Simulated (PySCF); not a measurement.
PySCF input for CrO2, SMILES [O]=[Cr]=[O] (connectivity only; charge and spin as stated), neutral, multiplicity 3, TDA-M06-2X/def2-TZVPD. The structure is a stationary point at PBE0-D3(BJ)/def2-TZVP. The spin state was assumed, not searched.

```python
import numpy as np
from pyscf import gto, scf, dft, tdscf

mol = gto.M(
    atom='''
    Cr    0.00000000    0.00000000    0.25333112
    O     0.00000000   -1.45409453   -0.37999667
    O     0.00000000    1.45409452   -0.37999668
    ''',
    basis='def2-TZVPD',
    charge=0,
    spin=2,
    max_memory=1600,
    verbose=4,
)
mf = dft.UKS(mol, xc='m06-2x').density_fit(auxbasis='def2-universal-jkfit')
mf.grids.level = 4
mf.conv_tol = 1e-9
mf.max_cycle = 100
mf.kernel()
fine, coarse = mf.grids, dft.Grids(mol).set(level=1).build(with_non0tab=True)
for _ in range(3):  # follow internal instabilities
    mf.grids = coarse
    mo, _, stable, _ = mf.stability(return_status=True, nroots=4)
    mf.grids = fine
    if stable:
        break
    mf.kernel(mf.make_rdm1(mo, mf.mo_occ))
mf.grids = dft.Grids(mol).set(level=2).build(with_non0tab=True)  # coarser grid for the response kernel
td = tdscf.TDA(mf)
td.nstates = 10
td.conv_tol = 1e-4
td.positive_eig_threshold = 1e-6
td.kernel(x0=td.get_init_guess(mf, 15))
td.analyze()
```

Output:

```
PySCF version 2.14.0

[INPUT] verbose = 4
[INPUT] num. atoms = 3
[INPUT] num. electrons = 40
[INPUT] charge = 0
[INPUT] spin (= nelec alpha-beta = 2S) = 2
[INPUT] symmetry False subgroup None
[INPUT] Mole.unit = angstrom
[INPUT] Symbol           X                Y                Z      unit          X                Y                Z       unit  Magmom
[INPUT]  1 Cr     0.000000000000   0.000000000000   0.253331120000 AA    0.000000000000   0.000000000000   0.478726435629 Bohr   0.0
[INPUT]  2 O      0.000000000000  -1.454094530000  -0.379996670000 AA    0.000000000000  -2.747840420928  -0.718089634547 Bohr   0.0
[INPUT]  3 O      0.000000000000   1.454094520000  -0.379996680000 AA    0.000000000000   2.747840402031  -0.718089653444 Bohr   0.0

nuclear repulsion = 139.766600312566
number of shells = 44
number of NR pGTOs = 205
number of NR cGTOs = 128
basis = def2-TZVPD
ecp = {}


[settings echo left out]
init E= -1194.39703755351
  alpha nocc = 21  HOMO = -0.27845008326485  LUMO = -0.244489658139778
  beta  nocc = 19  HOMO = -0.483778269276118  LUMO = -0.281112384170319

WARN: HOMO -0.27845008326485 >= LUMO -0.281112384170319

cycle= 1 E= -1194.56014482923  delta_E= -0.163  |g|= 0.829  |ddm|= 1.88
  alpha nocc = 21  HOMO = -0.208324982679156  LUMO = -0.164180575338716
  beta  nocc = 19  HOMO = -0.22801297970682  LUMO = -0.207832335600799

WARN: HOMO -0.208324982679156 >= LUMO -0.207832335600799

cycle= 2 E= -1190.27664903719  delta_E= 4.28  |g|= 3.94  |ddm|= 1.85
  alpha nocc = 21  HOMO = -0.303340572269625  LUMO = -0.0466998392407588
  beta  nocc = 19  HOMO = -0.27669507781478  LUMO = -0.156723784095298
  HOMO = -0.276695077815  LUMO = -0.156723784095  gap/eV = 3.26459
cycle= 3 E= -1194.78135050891  delta_E= -4.5  |g|= 0.308  |ddm|= 1.55
  alpha nocc = 21  HOMO = -0.373910820873939  LUMO = -0.075085569257895
  beta  nocc = 19  HOMO = -0.374583507718026  LUMO = -0.167209230187133
  HOMO = -0.373910820874  LUMO = -0.167209230187  gap/eV = 5.62464
cycle= 4 E= -1194.81032008772  delta_E= -0.029  |g|= 0.0968  |ddm|= 0.185
  alpha nocc = 21  HOMO = -0.360284072392246  LUMO = -0.0536199274223921
  beta  nocc = 19  HOMO = -0.371797945504012  LUMO = -0.156104465958897
  HOMO = -0.360284072392  LUMO = -0.156104465959  gap/eV = 5.55601
cycle= 5 E= -1194.81400616377  delta_E= -0.00369  |g|= 0.0244  |ddm|= 0.0571
  alpha nocc = 21  HOMO = -0.36114194022497  LUMO = -0.0517194551198776
  beta  nocc = 19  HOMO = -0.376636118202519  LUMO = -0.15849761447781
  HOMO = -0.361141940225  LUMO = -0.158497614478  gap/eV = 5.51423
cycle= 6 E= -1194.81515000827  delta_E= -0.00114  |g|= 0.0121  |ddm|= 0.0444
  alpha nocc = 21  HOMO = -0.359087967528347  LUMO = -0.0517956643375214
  beta  nocc = 19  HOMO = -0.379277303408433  LUMO = -0.161300312893104
  HOMO = -0.359087967528  LUMO = -0.161300312893  gap/eV = 5.38208
cycle= 7 E= -1194.81587266552  delta_E= -0.000723  |g|= 0.00909  |ddm|= 0.0394
  alpha nocc = 21  HOMO = -0.355332648917717  LUMO = -0.0509946077726372
  beta  nocc = 19  HOMO = -0.381804617883226  LUMO = -0.162108060529349
  HOMO = -0.355332648918  LUMO = -0.162108060529  gap/eV = 5.25791
cycle= 8 E= -1194.81636673399  delta_E= -0.000494  |g|= 0.00613  |ddm|= 0.0451
  alpha nocc = 21  HOMO = -0.352930474677214  LUMO = -0.0504157205421471
  beta  nocc = 19  HOMO = -0.383177664524267  LUMO = -0.162239202431316
  HOMO = -0.352930474677  LUMO = -0.162239202431  gap/eV = 5.18897
cycle= 9 E= -1194.81649414718  delta_E= -0.000127  |g|= 0.00153  |ddm|= 0.0253
  alpha nocc = 21  HOMO = -0.35221533753189  LUMO = -0.0506815586459776
  beta  nocc = 19  HOMO = -0.383511196841895  LUMO = -0.162700445816363
  HOMO = -0.352215337532  LUMO = -0.162700445816  gap/eV = 5.15696
cycle= 10 E= -1194.8165096701  delta_E= -1.55e-05  |g|= 0.000748  |ddm|= 0.00934
  alpha nocc = 21  HOMO = -0.351985760199618  LUMO = -0.0506894235646171
  beta  nocc = 19  HOMO = -0.383468745809231  LUMO = -0.16283082899804
  HOMO = -0.3519857602  LUMO = -0.162830828998  gap/eV = 5.14717
cycle= 11 E= -1194.81651203494  delta_E= -2.36e-06  |g|= 0.000363  |ddm|= 0.00296
  alpha nocc = 21  HOMO = -0.351911235131235  LUMO = -0.0507006089191749
  beta  nocc = 19  HOMO = -0.38345161159217  LUMO = -0.162875271001674
  HOMO = -0.351911235131  LUMO = -0.162875271002  gap/eV = 5.14393
cycle= 12 E= -1194.81651272869  delta_E= -6.94e-07  |g|= 0.00038  |ddm|= 0.00173
  alpha nocc = 21  HOMO = -0.351882153930602  LUMO = -0.0507004457383791
  beta  nocc = 19  HOMO = -0.383433505214159  LUMO = -0.162874805291558
  HOMO = -0.351882153931  LUMO = -0.162874805292  gap/eV = 5.14315
cycle= 13 E= -1194.81651291693  delta_E= -1.88e-07  |g|= 0.000225  |ddm|= 0.000633
  alpha nocc = 21  HOMO = -0.351860159058913  LUMO = -0.0506927674475499
  beta  nocc = 19  HOMO = -0.383401249811043  LUMO = -0.16287680078225
  HOMO = -0.351860159059  LUMO = -0.162876800782  gap/eV = 5.14250
cycle= 14 E= -1194.81651310363  delta_E= -1.87e-07  |g|= 0.000108  |ddm|= 0.000985
  alpha nocc = 21  HOMO = -0.351854696743306  LUMO = -0.050693921394303
  beta  nocc = 19  HOMO = -0.383403292541616  LUMO = -0.162882298854804
  HOMO = -0.351854696743  LUMO = -0.162882298855  gap/eV = 5.14220
cycle= 15 E= -1194.81651315707  delta_E= -5.34e-08  |g|= 8.2e-05  |ddm|= 0.000576
  alpha nocc = 21  HOMO = -0.351860664091804  LUMO = -0.0506979491517743
  beta  nocc = 19  HOMO = -0.383393453269989  LUMO = -0.162888026974663
  HOMO = -0.351860664092  LUMO = -0.162888026975  gap/eV = 5.14221
cycle= 16 E= -1194.81651317549  delta_E= -1.84e-08  |g|= 4.23e-05  |ddm|= 0.000242
  alpha nocc = 21  HOMO = -0.351873474792783  LUMO = -0.0507033226995008
  beta  nocc = 19  HOMO = -0.383395680796729  LUMO = -0.16289108441233
  HOMO = -0.351873474793  LUMO = -0.162891084412  gap/eV = 5.14247
cycle= 17 E= -1194.81651318716  delta_E= -1.17e-08  |g|= 2.37e-05  |ddm|= 0.000272
  alpha nocc = 21  HOMO = -0.351876543027172  LUMO = -0.0507029595258385
  beta  nocc = 19  HOMO = -0.383391293180522  LUMO = -0.162891104335174
  HOMO = -0.351876543027  LUMO = -0.162891104335  gap/eV = 5.14256
cycle= 18 E= -1194.81651318988  delta_E= -2.73e-09  |g|= 1.49e-05  |ddm|= 0.000155
  alpha nocc = 21  HOMO = -0.351882654210269  LUMO = -0.050704199419103
  beta  nocc = 19  HOMO = -0.383391293841743  LUMO = -0.162889910323891
  HOMO = -0.35188265421  LUMO = -0.162889910324  gap/eV = 5.14275
cycle= 19 E= -1194.81651319047  delta_E= -5.88e-10  |g|= 7.81e-06  |ddm|= 4.18e-05
  alpha nocc = 21  HOMO = -0.351882913286712  LUMO = -0.0507043232814307
  beta  nocc = 19  HOMO = -0.3833889145905  LUMO = -0.162888919108163
  HOMO = -0.351882913287  LUMO = -0.162888919108  gap/eV = 5.14279
Extra cycle  E= -1194.81651319056  delta_E= -8.82e-11  |g|= 1.2e-05  |ddm|= 1.21e-05
converged SCF energy = -1194.81651319056  <S^2> = 2.078349  2S+1 = 3.0517857
tot grids = 17816
uhf_internal: lowest eigs of H = [0.08615829 0.1044238  0.11550031 0.12840251]
<class 'pyscf.df.df_jk.DFUKS'> wavefunction is stable in the internal stability analysis
tot grids = 35672
Overwritten attributes  positive_eig_threshold  of <class 'pyscf.tdscf.uks.TDA'>


******** <class 'pyscf.tdscf.uks.TDA'> for <class 'pyscf.df.df_jk.DFUKS'> ********
nstates = 10
deg_eia_thresh = 1.000e-03
wfnsym = None
conv_tol = 0.0001
eigh lindep = 1e-12
eigh level_shift = 0
eigh max_cycle = 100


Excitation energies (eV)
[1.31938494 1.42865459 1.89217134 2.06791382 2.37661112 2.71772332
 2.98797973 3.08344075 3.08786836 3.19487656]

** Excitation energies and oscillator strengths **
Excited State   1:      1.31938 eV    939.71 nm  f=0.0051
      16a ->   22a     -0.44331
      16a ->   25a      0.13729
      21a ->   22a     -0.84416
      21a ->   25a      0.19292
Excited State   2:      1.42865 eV    867.84 nm  f=0.0014
      17a ->   22a      0.44198
      17a ->   25a     -0.14125
      20a ->   22a      0.83694
      20a ->   25a     -0.20479
      20a ->   32a      0.10573
Excited State   3:      1.89217 eV    655.25 nm  f=0.0000
      17a ->   23a     -0.52259
      20a ->   23a     -0.83994
Excited State   4:      2.06791 eV    599.56 nm  f=0.0012
      16a ->   23a      0.56419
      19a ->   22a      0.16328
      20a ->   24a     -0.18405
      21a ->   23a      0.76541
Excited State   5:      2.37661 eV    521.68 nm  f=0.0003
      19a ->   22a      0.60453
      19a ->   25a     -0.12397
      19b ->   20b      0.75071
Excited State   6:      2.71772 eV    456.21 nm  f=0.0078
      16a ->   23a     -0.13163
      17a ->   24a      0.11696
      19a ->   22a      0.66187
      19a ->   25a     -0.10874
      20a ->   24a      0.37595
      19b ->   20b     -0.59417
Excited State   7:      2.98798 eV    414.94 nm  f=0.0010
      18b ->   20b      0.97817
      18b ->   26b     -0.10279
Excited State   8:      3.08344 eV    402.10 nm  f=0.0000
      16a ->   24a     -0.43638
      21a ->   24a     -0.86976
Excited State   9:      3.08787 eV    401.52 nm  f=0.0015
      15a ->   23a     -0.10825
      19a ->   23a      0.94003
      17b ->   20b      0.27261
Excited State  10:      3.19488 eV    388.07 nm  f=0.0039
      16a ->   22a     -0.17617
      19a ->   23a      0.27606
      17b ->   20b     -0.92348

** Transition electric dipole moments (AU) **
state          X           Y           Z        Dip. S.      Osc.
  1        -0.3985     -0.0000      0.0000      0.1588      0.0051
  2         0.0000     -0.0000      0.2035      0.0414      0.0014
  3         0.0000      0.0000      0.0000      0.0000      0.0000
  4         0.0000     -0.1562      0.0000      0.0244      0.0012
  5        -0.0000      0.0759      0.0000      0.0058      0.0003
  6         0.0000      0.3429     -0.0000      0.1176      0.0078
  7        -0.0000      0.0000     -0.1191      0.0142      0.0010
  8        -0.0000     -0.0000     -0.0000      0.0000      0.0000
  9         0.1405     -0.0000     -0.0000      0.0197      0.0015
 10        -0.2239     -0.0000      0.0000      0.0502      0.0039

** Transition velocity dipole moments (imaginary part, AU) **
state          X           Y           Z        Dip. S.      Osc.
  1         0.0311     -0.0000     -0.0000      0.0010      0.0133
  2        -0.0000      0.0000     -0.0188      0.0004      0.0045
  3         0.0000     -0.0000     -0.0000      0.0000      0.0000
  4        -0.0000      0.0143      0.0000      0.0002      0.0018
  5         0.0000     -0.0084     -0.0000      0.0001      0.0005
  6         0.0000     -0.0702      0.0000      0.0049      0.0329
  7         0.0000      0.0000      0.0157      0.0002      0.0015
  8         0.0000     -0.0000     -0.0000      0.0000      0.0000
  9        -0.0084     -0.0000      0.0000      0.0001      0.0004
 10         0.0130      0.0000     -0.0000      0.0002      0.0010

** Transition magnetic dipole moments (imaginary part, AU) **
state          X           Y           Z
  1        -0.0000     -0.4927      0.0000
  2         0.0000      0.0000      0.0000
  3        -0.0000      0.0000     -0.2906
  4         0.5132     -0.0000     -0.0000
  5         0.0871      0.0000     -0.0000
  6        -0.0919      0.0000     -0.0000
  7        -0.0000     -0.0000     -0.0000
  8         0.0000     -0.0000      0.2634
  9         0.0000      0.7421      0.0000
 10         0.0000     -0.0349      0.0000
```

The calculation finished and met its thresholds.

Cost: around 5 core-minutes (rough).
